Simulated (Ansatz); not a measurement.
The cluster Hf4⁺, relaxed as a doublet with UKS PBE0-D4/def2-SVP in Ansatz, starting from the GFN2-xTB geometry. Force threshold 0.02 eV/Å.

In the def2 sets Hf takes a core potential; there is no spin–orbit coupling. The relaxation made no stability test and no search for a lower SCF solution. No other spin state of charge 1 was run. Another isomer (doublet) lies 0.87 eV lower at PBE0-D4/def2-TZVP; other spin states weren't run for this one.

Start:

| atom | x (Å) | y (Å) | z (Å) |
| --- | --- | --- | --- |
| Hf1 | -2.490 | -0.410 | -0.308 |
| Hf2 | 2.440 | 0.321 | 0.377 |
| Hf3 | 0.380 | -1.148 | -1.314 |
| Hf4 | -0.330 | 1.237 | 1.244 |

(1) Estimate the energy that the relaxation releases and the steps that it takes.

(2) Does the start keep its bonding and symmetry?

(3) Predict the relaxed structure.

Results:

(1) 243.8 kJ/mol, in 8 steps; 82 s on 4 threads of Arm Neoverse V2 on a shared host. No frequencies were taken in this run, so the end may be a saddle point.

(2) By distances, no bond broke or formed. The bond that changes most is Hf3–Hf4, from 3.57 to 2.73 Å (atoms count from 1). Point group Cs at the start, D2h at the end, both within 0.05 Å.

(3) 
```xyz
4

Hf   -2.3052   -0.3443   -0.3220
Hf    2.3054    0.3405    0.3237
Hf    0.2716   -0.9096   -0.9767
Hf   -0.2719    0.9134    0.9750
```
Bond lengths (bridged metal pairs left out): 5 × Hf–Hf 2.72 to 2.73 Å.
